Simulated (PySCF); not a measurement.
Structure elucidation problem

The spectra below were simulated for a compound C9H9N3.

1H NMR (600 MHz, computed): δ 8.67 (d, 2H), 7.82 (s, 2H), 7.59 (d, 2H), 2.54 (s, 3H).

13C{1H} NMR (computed): δ 143.0 (C), 141.4 (C), 139.4 (CH), 134.8 (CH), 124.0 (CH), 23.9 (CH3).

No relativistic terms, single conformer, equivalent nuclei averaged, no solvent. GIAO PBE0/pcSseg-1 shieldings; geometry: GFN2-xTB; PySCF.

Referencing at the same level of theory: 1H, 13C vs TMS.

Q: Propose a structure and justify it.

A: 
Rings plus π bonds: 7 (2 rings in the answer). 6 carbon signals for 9 carbons: some carbons are equivalent by symmetry or fast rotation. Carbon types of the structure: 2 × C, 6 × CH, 1 × CH3, which accounts for all hydrogens. δC 143.0: substituted aromatic carbon. δC 141.4: aromatic carbon bearing nitrogen; the electronegative substituent deshields the carbon that carries it. δC 139.4: aromatic CH next to a ring nitrogen. δC 134.8, 124.0: aromatic CH. δH 8.67, 7.59: hydrogen on an aromatic CH; it sits in the deshielding region of the aromatic ring current. δH 7.82: hydrogen on an aromatic CH next to a ring nitrogen; aromatic region. δH 2.54: hydrogen on a methyl carbon on an aromatic ring; benzylic-type position, deshielded by the ring.

These data were computed for `Cc1ccc(-n2nccn2)cc1`.

This is the structure that produced the data.

Shifts are as computed. Against solution values, carbons near 30 ppm lie about +3 ppm off and those near 130 ppm about +5 ppm. Of 1211 compounds with measured shifts, 218 miss one by over three times the rms of a fit or turn the order of signals round; such compounds aren't used in these exercises. No couplings were computed; multiplicities are counted from neighbouring protons, with m where these are inequivalent, close in shift, in a saturated or five-membered ring or joined by F or P, and br s for small geminal =CH2 splittings.
